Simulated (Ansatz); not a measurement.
2-selenophen-2-ylthiophene (C₈H₆SSe), SMILES c1c(-c2ccc[se]2)scc1. Atoms are numbered in the order given.

```xyz
16

C     -1.3074     3.0262     0.0000
C     -0.0470     3.5634     0.0000
S      1.1624     2.3452     0.0000
C     -0.0207     1.0738     0.0000
C      0.3878    -0.3143     0.0000
C      1.6643    -0.8282     0.0000
C      1.7512    -2.2487     0.0000
C      0.5482    -2.8961     0.0000
Se    -0.8700    -1.7035     0.0000
C     -1.2937     1.6075     0.0000
H     -2.2169     3.6280     0.0000
H      0.2391     4.6142     0.0000
H      2.5459    -0.1828     0.0000
H      2.7040    -2.7817     0.0000
H      0.3721    -3.9710     0.0000
H     -2.1944     0.9908     0.0000
```

Coordinates come from a PBE0-D3(BJ)/def2-SVP optimisation. Other conformers were not sampled.

Two levels are set side by side: PBE-D3(BJ)/def2-SVP (Ansatz, a first-principles code) and PBE0-D3(BJ)/def2-SVP (Ansatz). Each level has its own optimised geometry; the coordinates shown are those of the second. Differences are taken from unrounded values.

| quantity | PBE0-D3(BJ) | PBE-D3(BJ) | PBE-D3(BJ) minus PBE0-D3(BJ) |
|---|---|---|---|
| mean bond length (Å) | 1.383 | 1.393 | 0.011 |
| bond C1–C2 (Å) | 1.370 | 1.382 | 0.012 |
| bond C1–C10 (Å) | 1.419 | 1.424 | 0.005 |
| bond C2–S3 (Å) | 1.717 | 1.731 | 0.015 |
| bond S3–C4 (Å) | 1.737 | 1.756 | 0.019 |
| bond C4–C5 (Å) | 1.447 | 1.448 | 0.001 |
| bond C4–C10 (Å) | 1.380 | 1.394 | 0.014 |
| bond C5–C6 (Å) | 1.376 | 1.390 | 0.014 |
| bond C5–Se9 (Å) | 1.874 | 1.896 | 0.022 |
| bond C6–C7 (Å) | 1.423 | 1.427 | 0.004 |
| bond C7–C8 (Å) | 1.366 | 1.379 | 0.012 |
| bond C8–Se9 (Å) | 1.853 | 1.871 | 0.018 |
| bond C1–H11 (Å) | 1.091 | 1.098 | 0.008 |
| bond C2–H12 (Å) | 1.089 | 1.097 | 0.008 |
| bond C6–H13 (Å) | 1.093 | 1.100 | 0.008 |
| bond C7–H14 (Å) | 1.092 | 1.100 | 0.008 |
| bond C8–H15 (Å) | 1.089 | 1.097 | 0.008 |

Exact exchange shortens and stiffens bonds; PBE has none. Differences between two approximate levels are no errors against the true value.
